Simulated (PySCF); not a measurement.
Molecule: SMILES COC(=O)c1occp1, C₅H₅O₃P.

Bonds (- single, = double, # triple, : aromatic): C1-O2, O2-C3, C3=O4, C3-C5, C5:O6, O6:C7, C7:C8, C8:P9, P9:C5. C1 carries H10, H11, H12; C7 carries H13; C8 carries H14.

Frames of a GFN2-xTB Langevin trajectory at 200 K; GIAO PBE0/pcSseg-1 shieldings in PySCF 2.14, gas phase, non-relativistic; equivalent atoms averaged within each frame.

Shifts are taken against calculated references (same method and geometry level): ¹³C (186.93 ppm) and ¹H (31.72 ppm) vs TMS; ¹⁷O (336.08 ppm) vs H2O; ³¹P (318.38 ppm) vs H3PO4. The references are static minima.

**Question.** How do the shifts (ppm) fluctuate along the trajectory?

**Answer.** 
```tsv
time (fs)	C5	C3	C7	C8	C1	O4	O6	O2	P9	H13
optimised geometry	191.1	165.8	158.3	137.0	53.2	409.6	357.9	176.8	191.7	8.33
250	206.4	164.0	160.7	131.2	53.2	406.9	402.7	170.3	225.0	8.20
425	204.8	165.8	157.0	146.9	55.5	409.1	358.8	168.2	211.3	8.42
625	206.6	167.8	163.0	137.7	57.2	416.1	371.7	177.8	240.2	8.20
800	187.3	163.9	163.2	136.6	51.1	413.4	371.7	169.3	174.3	8.97
1000	192.3	164.7	156.8	136.6	48.9	398.6	353.0	174.3	200.6	8.82
mean of frames	199.5	165.2	160.1	137.8	53.2	408.8	371.6	172.0	210.3	8.52
standard deviation	9.0	1.6	3.1	5.7	3.3	6.7	19.2	4.0	25.0	0.36
```

5 frames give an uncertainty of the mean of about the standard deviation over 2.2 at best, since frames this close in time may not be independent; classical motion lacks zero-point vibration, and the reference would need the same averaging.
